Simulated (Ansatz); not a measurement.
# Redistribution: CHBr3 + CBr2Cl2 → CHBr2Cl + CBr3Cl

Species: CHBr3 (bromoform) `BrC(Br)Br`, singlet; CBr2Cl2 (dibromodichloromethane) `ClC(Cl)(Br)Br`, singlet; CHBr2Cl (chlorodibromomethane) `ClC(Br)Br`, singlet; CBr3Cl (tribromochloromethane) `ClC(Br)(Br)Br`, singlet. The partners trade Br for Cl; both sit on C, so the bond types are kept.

Shapes, held fixed at every level: PBE0-D4/def2-TZVP. Programs: Ansatz 0.2.0. The zero-point and thermal change to 298 K, harmonic and unscaled (PBE0-D4/def2-TZVP), is +0.2 kJ/mol.

| level | kind | ΔH(298 K) (kJ/mol) | less CCSD(T)/def2-TZVPP | CPU time (sum over the molecules) |
| --- | --- | --- | --- | --- |
| HF/def2-TZVPP | Hartree–Fock | +2.5 | +1.1 | – |
| PBE-D4/def2-TZVPP | GGA | +1.1 | -0.3 | 33 s |
| PBE0-D4/def2-TZVPP | global hybrid | +1.4 | 0.0 | 54 s |
| wB97X-V/def2-TZVPP | range-separated hybrid | +1.7 | +0.3 | 2 min |
| B2PLYP/def2-TZVPP | double hybrid | +1.4 | 0.0 | 84 s |
| CCSD/def2-SVP | coupled cluster or CI | +2.6 | +1.2 | – |
| CCSD(T)/def2-TZVPP | coupled cluster or CI | +1.4 | 0.0 | 14 min |

The highest level, CCSD(T)/def2-TZVPP, gives ΔH(298 K) = +1.4 kJ/mol; the levels span +1.1 to +2.6. That is about zero within the method's error. The column of differences is taken from that level and isn't an error. No measured value is set beside it here. Relativity is left out for Br. Outer-core shells of Br are correlated in most correlated rows, in sets that cover them unevenly. Times are processor times on shared x86 and Arm servers, and rough.
